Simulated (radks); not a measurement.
Values are calculated unless marked as measured or tabulated.
Question: Numerical settings for neutral oxygen, [He] 2s2 2p4. Code: a radial shooting solver on a logarithmic mesh with Libxc functionals. Model: non-relativistic Kohn-Sham, LDA (Slater exchange, Perdew-Wang correlation), spin-unpolarised, spherical densities, point nucleus. The defaults (mesh step 0.008 in ln r, mesh end at 40 bohr or more with all orbitals vanishing there, Anderson mixing 0.5 over 9 steps, residual threshold near 1e-9 with the energy settled to 1e-9 hartree or 1e-11 of itself, here a cap of 92 iterations) give E = -74.4707 hartree and 2p at -9.205 eV in 13 iterations. Run on one thread of a shared host, so times are rough (Arm Neoverse V2): 0.03 s of CPU time, 0.03 s wall, 13 iterations on 2496 mesh points. One setting is changed at a time: mesh step in ln r 0.003; mesh step in ln r 0.03; mesh step in ln r 0.005; mesh end (bohr) 1; mesh end (bohr) 20; residual threshold 1e-05; residual threshold 0.01; mixing 1.5; linear mixing, mixing 0.2; linear mixing, mixing 1; mixing history 3; iteration cap 3. Which runs fail to converge, and which converge to a wrong energy?

Answer: Not converged within the cap: linear mixing, mixing 1; iteration cap 3. Settled on a wrong energy, with an occupied level pushed above zero by the early mesh end: mesh end (bohr) 1 (+27.2 hartree). Apart from these: no run marked as converged misses the energy by more than 1 mhartree.
